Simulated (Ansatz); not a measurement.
```yaml
crystal:
  periodic: [false, false, false]
  atoms:
    - {symbol: C, position_ang: [-1.806501, 0.041222, -0.242840]}
    - {symbol: C, position_ang: [-0.543508, 0.024117, 0.507338]}
    - {symbol: O, position_ang: [0.433603, 0.076912, -0.491606]}
    - {symbol: Si, position_ang: [1.946926, -0.175091, -0.221996]}
    - {symbol: Cl, position_ang: [2.700411, 1.387644, 1.277438]}
    - {symbol: H, position_ang: [-2.026095, -0.703721, -1.052640]}
    - {symbol: H, position_ang: [-2.732138, -0.063826, 0.391762]}
    - {symbol: H, position_ang: [-2.000196, 1.010586, -0.906482]}
    - {symbol: H, position_ang: [-0.645872, -1.042759, 0.918341]}
    - {symbol: H, position_ang: [-0.637333, 0.654901, 1.300785]}
    - {symbol: H, position_ang: [2.116918, -1.449815, 0.359674]}
    - {symbol: H, position_ang: [2.791059, 0.128887, -1.520369]}
basis:
  gaussian: {orbitals: "6-31++G**", fitting: {mean_field: def2-universal-jkfit}, point_charges: [{charge: 1.00, position_ang: [6.944, 0.292, 0.807]}]}
total_charge: 1
magnetization: {spin_polarized: true, initial_magnetization: 1}
hamiltonian: {xc: {name: HF}}
correlation: {method: mp2, frozen_orbitals: {C: 9}}
```

```sh
$ ansatz run in.yaml --threads 4 --pin off --events-out ev --progress --plain --max-ram 10444MiB
```

(1) How does Ansatz answer? (Estimate.)

## Answers

(1) Computed: The program refused the input.
```
Functional definition: HF
Error: "frozen_orbitals" has no count for O
```
